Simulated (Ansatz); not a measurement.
Wavefunction ladder for `N[SiH2][NH][InH2]`

```json
{"atom": "N1", "x (Å)": "1.2048", "y (Å)": "-0.0624", "z (Å)": "-0.0295"}
{"atom": "Si2", "x (Å)": "-0.0657", "y (Å)": "0.1937", "z (Å)": "-1.2826"}
{"atom": "N3", "x (Å)": "-1.3913", "y (Å)": "0.1072", "z (Å)": "-0.2699"}
{"atom": "In4", "x (Å)": "-0.5079", "y (Å)": "-0.2108", "z (Å)": "1.6343"}
{"atom": "H5", "x (Å)": "1.7529", "y (Å)": "-0.9071", "z (Å)": "-0.1352"}
{"atom": "H6", "x (Å)": "1.8475", "y (Å)": "0.7092", "z (Å)": "0.0995"}
{"atom": "H7", "x (Å)": "0.2427", "y (Å)": "1.4951", "z (Å)": "-1.9473"}
{"atom": "H8", "x (Å)": "0.1168", "y (Å)": "-0.8731", "z (Å)": "-2.3117"}
{"atom": "H9", "x (Å)": "-2.3594", "y (Å)": "0.1928", "z (Å)": "-0.5240"}
{"atom": "H10", "x (Å)": "-0.3391", "y (Å)": "1.2060", "z (Å)": "2.6013"}
{"atom": "H11", "x (Å)": "-0.5014", "y (Å)": "-1.8506", "z (Å)": "2.1651"}
```

Total charge 0; spin multiplicity 1. Correlated methods include outer-core shells of In, which these sets cover unevenly. In takes the def2 core potential. All single points use the PBE0-D4/def2-TZVP geometry. It is one conformer, not always the lowest. Frozen core, restricted reference, the Gaussian-basis code of Ansatz.

```csv
basis,HF (Eh),MP2 corr.,CCSD corr.,(T),CCSD(T) total
def2-SVP,-590.97939,?,-0.58909,?,?
def2-TZVPP,-591.23048,?,-0.88526,-0.03154,?
def2-QZVPP,?,-1.08455,–,–,–
```

(1) Fill in the withheld values. (Best estimate.)

Answers

(1) The calculation gave: def2-SVP MP2 corr.: -0.54124; def2-SVP (T): -0.01670; def2-SVP CCSD(T) total: -591.58518; def2-TZVPP MP2 corr.: -0.85503; def2-TZVPP CCSD(T) total: -592.14728; def2-QZVPP HF (Eh): -591.24707.
